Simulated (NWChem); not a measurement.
System: SiH₂SeCl₂; SMILES Cl[SiH](Cl)[SeH]

Here is an NWChem input.

```
start job
memory heap 200 mb stack 900 mb global 1100 mb
geometry units angstroms noautoz
  Si     0.017892     0.528978     0.499589
  Cl    -1.759204     1.354468    -0.151548
  Cl     1.615693     1.624194    -0.230568
  Se     0.021754    -1.632506    -0.235588
  H      0.075868     0.644524     1.969363
  H      1.343871    -1.902966     0.378709
end
basis spherical
  * library 6-31g*
end
dft
  xc xwpbe 1.00 cpbe96 1.0 hfexch 1.00
  cam 0.25 cam_alpha 0.0 cam_beta 1.0
  iterations 150
  vectors input atomic output neutral.movecs
end
task dft energy
charge 1
dft
  odft
  mult 2
  vectors input atomic output cation.movecs
end
task dft energy
```

NWChem printed, in part:

```
             Northwest Computational Chemistry Package (NWChem) 7.3.0
             --------------------------------------------------------

 C1  symmetry detected

                             Geometry "geometry" -> ""
                             -------------------------

 Output coordinates in angstroms (scale by  1.889725989 to convert to a.u.)

  No.       Tag          Charge          X              Y              Z
 ---- ---------------- ---------- -------------- -------------- --------------
    1 Si                  14.0000    -0.00129919     0.53972577     0.53642710
    2 Cl                  17.0000    -1.77894467     1.30229403    -0.18603366
    3 Cl                  17.0000     1.59185992     1.62753867    -0.21464047
    4 Se                  34.0000     0.05309470    -1.65343921    -0.09569780
    5 H                    1.0000     0.02607668     0.72504722     1.99993461
    6 H                    1.0000     1.36733273    -1.87143069     0.55527141

 Effective nuclear repulsion energy (a.u.)     486.0162897680

  pbe96 is a nonlocal functional; adding pw91lda local functional.

                                 NWChem DFT Module
                                 -----------------

 Summary of "ao basis" -> "ao basis" (spherical)
 ------------------------------------------------------------------------------
       Tag                 Description            Shells   Functions and Types
 ---------------- ------------------------------  ------  ---------------------
 Si                          6-31g*                  8       18   4s3p1d
 Cl                          6-31g*                  8       18   4s3p1d
 Se                          6-31g*                 12       32   5s4p3d
 H                           6-31g*                  2        2   2s

            General Information
            -------------------
          SCF calculation type: DFT
          Wavefunction type:  closed shell.
          No. of atoms     :     6
          No. of electrons :    84
           Alpha electrons :    42
            Beta electrons :    42
          Charge           :     0
          Spin multiplicity:     1
          Use of symmetry is: off; symmetry adaption is: off
          Maximum number of iterations: 150
          AO basis - number of functions:    90
                     number of shells:    40
          Convergence on energy requested:  1.00D-06
          Convergence on density requested:  1.00D-05
          Convergence on gradient requested:  5.00D-04

              XC Information
              --------------
                     Hartree-Fock (Exact) Exchange  1.000
                     LC-wPBE(h)Exchange Functional  1.000
            Perdew 1991 LDA Correlation Functional  1.000 local
           PerdewBurkeErnz. Correlation Functional  1.000 non-local

           Range-Separation Parameters
           ---------------------------
           Alpha           :  0.00
           Beta            :  1.00
           Gamma           :  0.25
           Short-Range HF  :     F

             Grid Information
             ----------------
          Grid used for XC integration:  medium
          Radial quadrature: Mura-Knowles
          Angular quadrature: Lebedev.
          Tag              B.-S. Rad. Rad. Pts. Rad. Cut. Ang. Pts.
          ---              ---------- --------- --------- ---------
          Si                  1.10       88           9.0       590
          Cl                  1.00       88          11.0       590
          Se                  1.15      112          10.0       590
          H                   0.35       45          11.0       434
          Grid pruning is: on
          Number of quadrature shells:   466
          Spatial weights used:  Erf1

      Superposition of Atomic Density Guess
      -------------------------------------

 Sum of atomic energies:       -3608.22028130

      Non-variational initial energy
      ------------------------------

 Total energy =   -3609.173683
 1-e energy   =   -5984.244134
 2-e energy   =    1889.054161
 HOMO         =      -0.298140
 LUMO         =       0.036898

   convergence    iter        energy       DeltaE   RMS-Dens  Diis-err
 ---------------- ----- ----------------- --------- --------- ---------
 d= 0,ls=0.0,diis     1  -3611.5218178544 -4.10D+03  1.21D-02  6.79D-01
 d= 0,ls=0.0,diis     2  -3611.5648681753 -4.31D-02  5.85D-03  2.96D-01
 d= 0,ls=0.0,diis     3  -3611.6038978714 -3.90D-02  1.09D-03  1.15D-02
 d= 0,ls=0.0,diis     4  -3611.6054812150 -1.58D-03  1.45D-04  1.81D-04
 d= 0,ls=0.0,diis     5  -3611.6055067283 -2.55D-05  6.00D-05  1.78D-05
  Resetting Diis
 d= 0,ls=0.0,diis     6  -3611.6055097157 -2.99D-06  2.50D-05  1.65D-06
 d= 0,ls=0.0,diis     7  -3611.6055100956 -3.80D-07  7.85D-06  1.21D-07

         Total DFT energy =    -3611.605510095649
      One electron energy =    -5985.183511321370
           Coulomb energy =     2052.120118567064
    Exchange-Corr. energy =     -164.558407109304
 Nuclear repulsion energy =      486.016289767961

 Numeric. integr. density =       83.999994441740

                       DFT Final Molecular Orbital Analysis
                       ------------------------------------

 Vector   40  Occ=2.000000D+00  E=-4.138467D-01
              MO Center=  3.1D-02,  1.4D+00, -1.6D-01, r^2= 4.2D+00
   Bfn.  Coefficient  Atom+Function         Bfn.  Coefficient  Atom+Function
  ----- ------------  ---------------      ----- ------------  ---------------
    43      0.429602  3 Cl px                25      0.352484  2 Cl px
    26      0.335362  2 Cl py                45      0.247582  3 Cl pz
    47      0.227065  3 Cl px                44     -0.220275  3 Cl py
    29      0.183359  2 Cl px                30      0.171220  2 Cl py
    39     -0.167245  3 Cl px                27     -0.153287  2 Cl pz

 Vector   41  Occ=2.000000D+00  E=-3.957934D-01
              MO Center=  1.4D-01,  1.8D-01,  1.3D-01, r^2= 5.2D+00
   Bfn.  Coefficient  Atom+Function         Bfn.  Coefficient  Atom+Function
  ----- ------------  ---------------      ----- ------------  ---------------
    66      0.421159  4 Se py                44      0.294576  3 Cl py
    45      0.274297  3 Cl pz                27      0.236904  2 Cl pz
    88     -0.226680  5 H  s                 26      0.217672  2 Cl py
    62     -0.180188  4 Se py                67      0.178352  4 Se pz
     8     -0.173227  1 Si py                70      0.162416  4 Se py

 Vector   42  Occ=2.000000D+00  E=-3.481167D-01
              MO Center=  9.8D-02, -1.4D+00, -3.1D-02, r^2= 2.5D+00
   Bfn.  Coefficient  Atom+Function         Bfn.  Coefficient  Atom+Function
  ----- ------------  ---------------      ----- ------------  ---------------
    67      0.621317  4 Se pz                65     -0.341469  4 Se px
    71      0.285528  4 Se pz                63     -0.265066  4 Se pz
    66     -0.185776  4 Se py                69     -0.154312  4 Se px
    44     -0.152954  3 Cl py                61      0.145547  4 Se px
    88     -0.111831  5 H  s                 70     -0.089608  4 Se py

 Vector   43  Occ=0.000000D+00  E= 3.608592D-02
              MO Center=  2.5D-01, -4.2D-01,  1.4D-01, r^2= 5.0D+00
   Bfn.  Coefficient  Atom+Function         Bfn.  Coefficient  Atom+Function
  ----- ------------  ---------------      ----- ------------  ---------------
    10      1.085911  1 Si s                 70     -0.771455  4 Se py
     6      0.580758  1 Si s                 68     -0.503868  4 Se s
    12     -0.477306  1 Si py                66     -0.414903  4 Se py
    13     -0.404610  1 Si pz                46     -0.362556  3 Cl s
    48      0.312920  3 Cl py                11      0.297727  1 Si px

 Vector   44  Occ=0.000000D+00  E= 5.448218D-02
              MO Center= -1.8D-01,  4.2D-01,  3.6D-01, r^2= 4.6D+00
   Bfn.  Coefficient  Atom+Function         Bfn.  Coefficient  Atom+Function
  ----- ------------  ---------------      ----- ------------  ---------------
    11      0.855899  1 Si px                28      0.795474  2 Cl s
    10     -0.656688  1 Si s                 29      0.515847  2 Cl px
    13      0.458148  1 Si pz                90     -0.434847  6 H  s
     7      0.386505  1 Si px                12     -0.343076  1 Si py
     6     -0.304440  1 Si s                 25      0.287610  2 Cl px

 Vector   45  Occ=0.000000D+00  E= 7.184817D-02
              MO Center=  4.6D-03,  4.4D-01,  5.6D-01, r^2= 4.9D+00
   Bfn.  Coefficient  Atom+Function         Bfn.  Coefficient  Atom+Function
  ----- ------------  ---------------      ----- ------------  ---------------
    12      1.087532  1 Si py                11      0.819093  1 Si px
    46     -0.782745  3 Cl s                 68      0.514888  4 Se s
    47      0.433096  3 Cl px                70      0.433930  4 Se py
     8      0.430269  1 Si py                69     -0.314582  4 Se px
     7      0.308267  1 Si px                30     -0.255665  2 Cl py

     Multipole analysis of the density
     ---------------------------------

     L   x y z        total         alpha         beta         nuclear
     -   - - -        -----         -----         ----         -------
     0   0 0 0     -0.000000    -42.000000    -42.000000     84.000000

     1   1 0 0      0.304445      0.152222      0.152222      0.000000
     1   0 1 0     -0.413255     -0.206628     -0.206628     -0.000000
     1   0 0 1      0.537580      0.268790      0.268790      0.000000

     2   2 0 0    -43.386184   -198.181173   -198.181173    352.976162
     2   1 1 0     -1.705200      0.709423      0.709423     -3.124046
     2   1 0 1      1.155292     -0.219420     -0.219420      1.594132
     2   0 2 0    -43.571791   -334.111116   -334.111116    624.650441
     2   0 1 1      0.171204      0.466356      0.466356     -0.761507
     2   0 0 2    -42.550042    -39.165231    -39.165231     35.780420

                                 NWChem DFT Module
                                 -----------------

[...]
```

Level: LC-wPBE (HJS exchange hole, range parameter 0.25 per bohr)/6-31G* (spherical d), vertical spin-unrestricted ions. The geometry was optimised at B3LYP/6-31G* (spherical d).
